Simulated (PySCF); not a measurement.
Bonds (- single, = double, # triple, : aromatic): C1-C2, C2:C3, C3-C4, C4-C5, C4-C6, C3:N7, N7:N8, N8:N9, N9-C10, N9:C2. C1 carries H11, H12, H13; C4 carries H14; C5 carries H15, H16, H17; C6 carries H18, H19, H20; C10 carries H21, H22, H23.

PySCF 2.14.0 with density-fitted response routines calculation with geometry: GFN2-xTB and shielding tensors at PBE0/pcSseg-1 (GIAO); non-relativistic, a single conformation, averaged over atoms made equivalent by symmetry, fast rotation or ring inversion, in vacuum.

Problem. Predict the 2D correlation tables (HSQC, COSY, HMBC).

Solution. 

HSQC (one-bond C–H):
```
                            δH            δC
            3.99 (H21/H22/H23)    34.7 (C10)
                    2.73 (H14)     29.7 (C4)
            2.33 (H11/H12/H13)      9.7 (C1)
1.45 (H15/H16/H17/H18/H19/H20)  26.0 (C5/C6)
```

COSY cross peaks (H two or three bonds apart, from the bond graph; peaks can be absent where the dihedral angle is near 90°):
```
        δH                              δH
2.73 (H14)  1.45 (H15/H16/H17/H18/H19/H20)
```

HMBC (two and three bonds, from the bond graph):
```
                            δH                                    δC
            3.99 (H21/H22/H23)                            132.8 (C2)
                    2.73 (H14)  155.3 (C3), 132.8 (C2), 26.0 (C5/C6)
            2.33 (H11/H12/H13)                155.3 (C3), 132.8 (C2)
1.45 (H15/H16/H17/H18/H19/H20)   155.3 (C3), 29.7 (C4), 26.0 (C5/C6)
```

Referencing at the same level of theory: ¹H and ¹³C against TMS.

Short H···H contacts in this conformer between protons four or more bonds apart (candidates for NOE cross peaks, intensity ∝ r⁻⁶): H11···H14 2.31 Å, H12···H23 2.65 Å.

Shifts are as computed. Against solution values, carbons near 30 ppm lie about +3 ppm off and those near 130 ppm about +5 ppm. Of 1211 compounds with measured shifts, 218 miss one by over three times the rms of a fit or turn the order of signals round; such compounds aren't used in these exercises.
